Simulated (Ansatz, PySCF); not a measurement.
Energy difference R1 → P1, each structure at its B3LYP-D3(BJ)/def2-TZVP stationary point, reached from a drawn start; harmonic modes at that level show minima.
R1, CHN (SMILES C#N) (charge 0, multiplicity 1):
```xyz
3

C      0.00000     0.00000    -0.02644
N      0.00000     0.00000     1.11973
H      0.00000     0.00000    -1.09319
```
P1, CHN (SMILES [C-]#[NH+]) (charge 0, multiplicity 1):
```xyz
3

H      0.0000     0.0000    -1.0530
N      0.0000     0.0000    -0.0555
C      0.0000     0.0000     1.1086
```

P less R. No zero-point or thermal terms.

Frozen-core correlation throughout.

Programs: Ansatz (a program for electronic structure) with Gaussian orbitals; PySCF for the D3/D4 terms. No computed number here is a measurement.

### Question
Give the reaction energy at the level BHLYP-D3(BJ)/def2-TZVPP.

### Answer
12.4 kcal/mol

### Question
Give the reaction energy at the level CCSD(T)/cc-pVQZ.

### Answer
14.8 kcal/mol

### Question
Estimate the reaction energy that PBE0-D4/def2-TZVPP returns for this input.

### Answer
13.7 kcal/mol
